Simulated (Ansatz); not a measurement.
```yaml
crystal:
  periodic: [false, false, false]
  atoms:
    - {symbol: F, position_ang: [-0.574694, -0.193423, 1.880981]}
    - {symbol: Zr, position_ang: [2.288981, -1.370800, -0.213568]}
    - {symbol: Br, position_ang: [1.988981, -1.420800, -0.263568]}
    - {symbol: Br, position_ang: [-1.849218, -0.782879, -1.391001]}
    - {symbol: Br, position_ang: [0.507734, 2.348223, -0.365406]}
basis:
  gaussian: {orbitals: def2-SVPD}
total_charge: -1
magnetization: {spin_polarized: true, initial_magnetization: 1}
hamiltonian: {xc: {name: wPBEh}}
```

```sh
$ ansatz run in.yaml --threads 4 --pin off --events-out ev --progress --plain --max-ram 11315MiB
```

Shortened log:

```
Functional definition: wPBEh
1714 factors; integrals over basis functions are off by at most 2.6e-4 eV
94 factors; integrals over basis functions are off by at most 2.1e-5 eV
mean field evaluation 1: about -207248.1167 eV, gradient 7.7e1 eV
mean field evaluation 2: about -206953.5818 eV, gradient 1.1e2 eV
mean field evaluation 4: about -207229.1521 eV, gradient 8.1e1 eV
mean field evaluation 8: about -207256.9406 eV, gradient 1.3e0 eV
mean field evaluation 16: about -207257.5523 eV, gradient 2.5e-4 eV
a density is far from that of the atoms, so the factors are made again for it
1827 factors; integrals over basis functions are off by at most 2.5e-4 eV
102 factors; integrals over basis functions are off by at most 1.7e-5 eV
mean field -207257.55172273 eV, -7616.5745415961 hartree, gradient 8.2e-6 eV, S^2 0.770754; 0 other end points of the search recorded, 0 dependent functions left out
reference -207257.55176901 eV, -7616.5745432967 hartree; 64, 63 occupied and 116, 117 virtual orbitals, 1827 factors
Total energy: -207257.55176901 eV, -7616.5745432967 hartree
```

(1) Something in this input is off. What?

## Answers

(1) One atom was put on top of another. The calculation finished and met its thresholds. The result belongs to that input, not to the molecule as meant.
